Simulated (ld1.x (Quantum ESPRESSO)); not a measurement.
## Varying the PAW potential for cerium

Base potential:

```
Element                 : cerium (Ce)
Generator               : ld1.x (Quantum ESPRESSO) 7.5
Type                    : PAW
Functional              : BLYP
Relativity              : scalar-relativistic
Frozen core             : [Kr] 4d10 4f1
Valence charge          : 11
Reference configuration : 5s2 5p6 5d1 6s1 6p1
Partial waves           : 5s (bound): rcut 1.95, rcutus 2.40 bohr; 6s (bound): rcut 1.95, rcutus 2.40 bohr; 5p (bound): rcut 2.60, rcutus 3.30 bohr; 6p (bound): rcut 2.60, rcutus 3.30 bohr; 5d (bound): rcut 1.85, rcutus 2.20 bohr; 5d channel at 0.75 Ry: rcut 1.85, rcutus 2.20 bohr
Local potential         : all-electron potential smoothed inside 1.70 bohr (lloc = -1)
Core correction         : Bessel-smoothed model core, default radius (core density twice the valence density)
Augmentation charge     : BESSEL, radius 1.90 bohr
```

All-electron outer shells of the reference configuration (BLYP, scalar-relativistic, ld1.x):

```tsv
shell	level (eV)	outermost node (bohr)	outermost maximum (bohr)
4d	-111.33	0.31	0.66
5s	-41.50	0.75	1.37
5p	-24.09	0.81	1.55
4f	-6.29	–	0.71
6s	-4.25	1.81	3.63
5d	-3.80	0.92	2.15
6p	-1.69	2.14	4.78
```

Cutoffs, loose and tight: the cutoffs (Ry, on a coarse ladder) from which the occupation-weighted sum of valence levels, in a spherical-Bessel basis at the reference potential, stays within 10 and 1 mRy of its value at 400 Ry. They do not see the model core or the augmentation charge, which bear on the density cutoff. Test errors are all-electron minus pseudo excitation energies from the reference, over the configurations 5s2 5p6 5d1 6s2 6p0; 5s2 5p6 5d1 6s1 6p0; 5s2 5p6 5d1 6s0 6p0; 5s1 5p6 5d1 6s2 6p0; 5s2 5p6 5d1 6s0 6p2; 5s2 5p6 5d2 6s1 6p0; 5s2 5p6 5d2 6s0 6p0. A dash means not determined; rows that change the core or the reference have their own tests. The largest error is taken over the tests solved by every variant that gives reliable tests at all: 5s2 5p6 5d1 6s0 6p0; 5s2 5p6 5d1 6s1 6p0; 5s2 5p6 5d1 6s2 6p0.

Cutoffs are not given where the Bessel-basis levels miss the radial ones by over 6 mRy, ghosts where they miss by over 20 mRy; a channel whose overlap is not positive is not tested.

The default core radius of the base comes out at 1.12 bohr.

A file whose overlap is not positive is unfit for use, and its test errors describe a broken file.

```tsv
change	outcome	cutoff, loose	cutoff, tight	bound ghosts	largest test error (meV)
base	generated, overlap not positive	–	–	not determined (overlap not positive)	+5.4
core correction a·sin(br)/r model core, default radius (ld1.x builds one for every PAW set, though the input has nlcc=.false.)	generated, overlap not positive	–	–	not determined (overlap not positive)	test run stopped at test 1 of 7 (negative rho)
waves 5d (bound): rcut 1.85, rcutus 2.42 bohr; 5d channel at 0.75 Ry: rcut 1.85, rcutus 2.42 bohr	generated, overlap not positive	–	–	not determined (overlap not positive)	+5.4
wave 5d channel at 0.75 Ry: rcut 1.85, rcutus 2.20 bohr becomes 5d channel at 0.02 Ry: rcut 1.85, rcutus 2.20 bohr	generated, overlap not positive	–	–	not determined (overlap not positive)	+5.4
waves 5s (bound): rcut 1.86, rcutus 1.98 bohr; 6s (bound): rcut 1.86, rcutus 1.98 bohr	generated, overlap not positive	–	–	not determined (overlap not positive)	+6.4
local potential all-electron potential smoothed inside 2.60 bohr (lloc = -1)	generated, overlap not positive	–	–	not determined (overlap not positive)	+6.7
reference 5s2 5p6 5d1 6s2 6p0	generated, overlap not positive	–	–	not determined (overlap not positive)	-1.6 over the solved tests; test run stopped at test 4 of 7 (negative rho), 1 before it not solved
functional PBE	generated, overlap not positive	–	–	not determined (overlap not positive)	+2.0
waves 5p (bound): rcut 2.60, rcutus 4.16 bohr; 6p (bound): rcut 2.60, rcutus 4.16 bohr	generated, overlap not positive	–	–	not determined (overlap not positive)	+1979
augmentation BESSEL, radius 1.95 bohr	generated, overlap not positive	–	–	not determined (overlap not positive)	+4.9
all radii but the core radius scaled by about 0.95 (s 2.28, p 3.12, d 2.08 bohr, rcut 1.84/2.46/1.76); local potential all-electron potential smoothed inside 1.60 bohr (lloc = -1); augmentation BESSEL, radius 1.80 bohr	generated, overlap not positive	–	–	not determined (overlap not positive)	+3.9
core [Kr] 4d10, valence charge 12; reference 4f1 5s2 5p6 5d1 6s2 6p0; waves now 5s (bound): rcut 2.20, rcutus 2.75 bohr; 6s (bound): rcut 2.20, rcutus 2.75 bohr; 5p (bound): rcut 2.30, rcutus 2.95 bohr; 6p (bound): rcut 2.30, rcutus 2.95 bohr; 5d (bound): rcut 3.65, rcutus 4.30 bohr; 5d channel at 0.75 Ry: rcut 3.65, rcutus 4.30 bohr; 4f (bound): rcut 1.55, rcutus 1.85 bohr; 4f channel at 0.15 Ry: rcut 1.55, rcutus 1.85 bohr; local potential all-electron potential smoothed inside 1.95 bohr (lloc = -1); core correction a·sin(br)/r model core, default radius (ld1.x builds one for every PAW set, though the input has nlcc=.false.); augmentation BESSEL, radius 1.50 bohr	generated, overlap not positive	–	–	not determined (overlap not positive)	+15 over the solved tests; test run stopped at test 4 of 7 (negative rho)
```

(1) What comes out with this change to the base: local potential all-electron potential smoothed inside 3.68 bohr (lloc = -1)?

Results:

(1) outcome: generated; cutoff, loose: 15 Ry; cutoff, tight: 21 Ry; bound ghosts: none; largest test error (meV): +11.
